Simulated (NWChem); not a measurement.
thiourea (CH$_{4}$N$_{2}$S); SMILES NC(N)=S

```xyz
8

N     -0.0610     1.1480    -1.0486
C      0.0000     0.0000    -0.3075
N      0.0610    -1.1480    -1.0486
S      0.0000     0.0000     1.3669
H      0.3214     1.1522    -1.9869
H      0.0513     2.0051    -0.5258
H     -0.3214    -1.1522    -1.9869
H     -0.0513    -2.0051    -0.5258
```
Atoms are numbered in this order, from 1.

All runs: NWChem. Pople sets run with spherical d functions. STO-3G and 3-21G are far too small for this property and stand as cheap habits. All runs use the structure optimised with B3LYP/6-31G* (spherical d). GIAO values for the isolated, static molecule; σ is the absolute isotropic shielding, δ = σ(reference) − σ with the isolated reference molecule computed at the same levels (13C: tetramethylsilane, 1H: tetramethylsilane, 15N: ammonia).

```csv
level,δ N1 (ppm),δ C2 (ppm),σ S4 (ppm),δ H5 (ppm),δ H6 (ppm)
B3LYP/6-311G**,?,196.8,?,?,?
PBE0/pcSseg-1,117.7,197.0,347.8,4.42,4.71
"LDA (Slater exchange, VWN5)/pcSseg-1",127.8,191.7,300.9,4.44,4.54
Hartree-Fock/STO-3G,53.2,189.1,323.9,3.89,4.58
```

Problem. Fill in the missing entries.

Solution. 
- B3LYP/6-311G**, δ N1 (ppm): 121.6
- B3LYP/6-311G**, σ S4 (ppm): 358.8
- B3LYP/6-311G**, δ H5 (ppm): 4.26
- B3LYP/6-311G**, δ H6 (ppm): 4.66
